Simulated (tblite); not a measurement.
Species: C5H12BrFSi.
Atom-mapped SMILES: `[CH3:1][C:2]([CH3:3])([CH2:4][Br:5])[SiH2:6][CH2:7][F:8]` (hydrogens: H9, H10, H11 on C1; H12, H13, H14 on C3; H15, H16 on C4; H17, H18 on Si6; H19, H20 on C7)

Computed with GFN2-xTB (tblite), gas phase: L-BFGS steps from a force-field or distance-geometry start until the largest atomic force falls under 0.01 eV/Å.

Geometry at step 0:
```
atom  x, y, z in Å
C1     -0.9177   -0.9145    1.1682
C2     -0.5861    0.1554    0.0789
C3     -1.4688    1.3815    0.3535
C4     -0.8767   -0.4822   -1.2948
Br5    -0.6355    0.7058   -2.7995
Si6     1.3305    0.6515    0.2935
C7      2.4396   -0.6451   -0.4152
F8      2.0719   -1.8622    0.0748
H9     -1.9795   -1.1970    1.1159
H10    -0.7429   -0.5366    2.1863
H11    -0.3388   -1.8280    1.0390
H12    -1.2420    2.2207   -0.3105
H13    -2.5410    1.1380    0.2167
H14    -1.3591    1.7488    1.3757
H15    -1.9225   -0.8088   -1.3495
H16    -0.2397   -1.3549   -1.4747
H17     1.5871    0.8649    1.7512
H18     1.5534    1.9505   -0.3842
H19     2.3721   -0.6900   -1.4959
H20     3.4908   -0.4871   -0.1327
```

Problem. What forces act on the atoms?

Solution. 
| atom | Fx (eV/Å) | Fy (eV/Å) | Fz (eV/Å) |
| --- | --- | --- | --- |
| C1 | -0.287 | 0.165 | -0.211 |
| C2 | 0.661 | -0.213 | 0.691 |
| C3 | -0.469 | 0.007 | -0.288 |
| C4 | -0.214 | -0.133 | 0.711 |
| Br5 | 0.172 | 0.188 | -0.028 |
| Si6 | -1.787 | 1.640 | 0.788 |
| C7 | 0.990 | -0.192 | -0.288 |
| F8 | -0.051 | -0.753 | 0.129 |
| H9 | 0.233 | 0.120 | -0.058 |
| H10 | 0.052 | 0.005 | -0.494 |
| H11 | 0.068 | 0.132 | -0.050 |
| H12 | 0.055 | -0.233 | 0.014 |
| H13 | 0.488 | 0.003 | 0.021 |
| H14 | 0.161 | -0.207 | -0.136 |
| H15 | 0.097 | 0.054 | 0.042 |
| H16 | -0.045 | 0.185 | 0.068 |
| H17 | -0.093 | -0.214 | -0.468 |
| H18 | 0.036 | -0.314 | 0.020 |
| H19 | 0.109 | -0.154 | -0.331 |
| H20 | -0.175 | -0.088 | -0.131 |

The largest, 2.55 eV/Å, acts on Si6; the rms over all components is 0.440 eV/Å. The forces sum to zero within rounding, as they must for an isolated molecule in no field.

Problem. Give the force on Si6 in Eh/bohr and in nN.

Solution. 2.550 eV/Å ÷ 51.422 = 0.04959 Eh/bohr, and 2.550 eV/Å × 1.602 = 4.09 nN.

Problem. How far is this geometry from the end of the optimisation?

Solution. 0.227 eV above it, and 0.126 Å rms away after alignment. The bonds farthest from their final lengths, with half the difference of the two atoms' forces along the bond (positive lengthens):

```csv
bond,now (Å),final (Å),force along bond (eV/Å)
Si6–C7,1.848,1.919,+1.68
C2–Si6,1.991,1.925,-0.94
Si6–H17,1.495,1.466,-0.60
C1–C2,1.562,1.533,-0.34
C7–F8,1.363,1.384,+0.47
C2–C4,1.542,1.522,+0.06
```

The angle farthest from its final value is H17–Si6–H18, 107.1° against 111.8°.

Of the 6 listed bonds off by 0.010 Å or more, this force points towards the final length in 5.

The cost below is that of the whole relaxation. The run took 1.0 s of wall time on one thread, Arm Neoverse N1 (aarch64), no GPU, shared host with 64 logical CPUs at a one-minute load of 56.
